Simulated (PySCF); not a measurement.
Run record: excited-state job, `CC#C[C@@H](Br)C#CBF`.

Method: TDDFT wB97X-D/def2-SVPD, vertical, gas phase, core orbitals frozen in the response (PySCF 2.14.0, density-fitted response routines). Geometry: GFN2-xTB. The command runs a driver script over a list of jobs; the input below is this job's line of settings and its coordinates in Å.

Command:
```bash
OMP_NUM_THREADS=1 python probes_run.py task.json out
```

Input:
```
{"job": {"kind": "uv", "xc": "wB97X-D", "basis": "def2-SVPD", "nstates": 8, "ntriplets": 3}, "charge": 0, "multiplicity": 1}
C     -3.262920     0.009670    -0.553835
C     -1.885887    -0.410470    -0.473257
C     -0.748725    -0.781707    -0.378369
C      0.620053    -1.225845    -0.336872
Br     1.259756    -1.622381    -2.231605
C      1.502910    -0.258353     0.253899
C      2.265422     0.558356     0.715162
B      3.224830     1.564068     1.305874
F      2.887536     2.214881     2.398276
H     -3.903123    -0.707174    -0.040543
H     -3.382831     0.990234    -0.095089
H     -3.564128     0.067585    -1.599232
H      0.712154    -2.194383     0.164893
H      4.274275     1.795048     0.833598
```

Output:
```
coarse grid: 61256 points
cycle   1  E = -2929.6892777982  dE =  3.340e-01  |g| = 6.524e-01  |ddm| = 1.540e+01
cycle   2  E = -2929.6754463574  dE =  1.383e-02  |g| = 7.680e-01  |ddm| = 4.451e+00
cycle   3  E = -2929.7910296134  dE = -1.156e-01  |g| = 1.257e-01  |ddm| = 2.546e+00
cycle   4  E = -2929.7939575475  dE = -2.928e-03  |g| = 6.893e-02  |ddm| = 3.988e-01
cycle   5  E = -2929.7950842562  dE = -1.127e-03  |g| = 1.722e-02  |ddm| = 1.741e-01
cycle   6  E = -2929.7951494705  dE = -6.521e-05  |g| = 4.367e-03  |ddm| = 5.745e-02
cycle   7  E = -2929.7951557383  dE = -6.268e-06  |g| = 1.185e-03  |ddm| = 2.046e-02
final grid: 130000 points
cycle   8  E = -2929.7951223309  dE = -2.084e-06  |g| = 9.512e-04  |ddm| = 4.004e-02
cycle   9  E = -2929.7951224884  dE = -1.575e-07  |g| = 8.434e-04  |ddm| = 7.750e-03
cycle  10  E = -2929.7951226706  dE = -1.822e-07  |g| = 1.930e-04  |ddm| = 2.737e-03
cycle  11  E = -2929.7951226855  dE = -1.489e-08  |g| = 1.091e-04  |ddm| = 7.361e-04
cycle  12  E = -2929.7951226917  dE = -6.227e-09  |g| = 4.280e-05  |ddm| = 5.609e-04
cycle  13  E = -2929.7951226925  dE = -8.449e-10  |g| = 1.947e-05  |ddm| = 1.821e-04
converged SCF energy = -2929.7951226925

Static polarisability (au): isotropic 111.482, principal 75.782 117.906 140.758

Singlet excitations
state   eV       nm        f      main configurations
  1   4.6327    267.6   0.01587   H->L 0.47, H-1->L 0.18, H-2->L 0.12
  2   4.8386    256.2   0.01171   H-2->L 0.36, H-3->L 0.22, H->L 0.14
  3   4.9235    251.8   0.00834   H-2->L+1 0.21, H-2->L 0.19, H-4->L 0.18
  4   5.1494    240.8   0.00454   H-1->L 0.34, H-1->L+1 0.26, H-3->L 0.21
  5   5.4903    225.8   0.06466   H-4->L 0.32, H-3->L 0.23, H-1->L 0.12
  6   5.7409    216.0   0.10349   H-3->L+1 0.20, H-4->L 0.14, H-5->L 0.11
  7   5.9813    207.3   0.00585   H-5->L 0.44, H-5->L+1 0.28
  8   6.2054    199.8   0.03556   H->L+1 0.55, H-1->L+1 0.10, H->L 0.08

Triplet excitations (Tamm-Dancoff, eV): 4.0556 4.1837 4.3563
```

The SCF starts on a coarse grid where the log names one; the energy can jump when the final grid takes over, and dE then counts from the start density on the new grid. H and L stand for HOMO and LUMO; the number after each pair is its weight.

How does the lowest singlet excitation compare with the HOMO–LUMO gap?

HOMO -9.64 eV and LUMO -0.40 eV give a gap of 9.24 eV; S1 at 4.63 eV lies 4.61 eV below it.

Summary of the converged run: HOMO -9.64 eV, LUMO -0.40 eV; lowest singlet 4.63 eV; lowest triplet 4.06 eV (Tamm–Dancoff); mean polarisability 111.5 au.

 GFN2-xTB frequencies show an imaginary mode (25i cm⁻¹), so this geometry is no minimum at that level. Relativistic effects, spin–orbit coupling among them, are left out although an element past zinc is present.

The run took 93 s (grids of density and orbitals included) on an Intel Xeon Platinum 8259CL at 2.50 GHz with one thread, shared host with 96 logical CPUs at a one-minute load of 42, and the process peaked at 1.1 GiB of memory.
Labels such as C1 count atoms from 1, the log's own numbers from 0.

wB97X-D is run here without its empirical dispersion term; that term would change no orbital, density or response property at a fixed geometry.
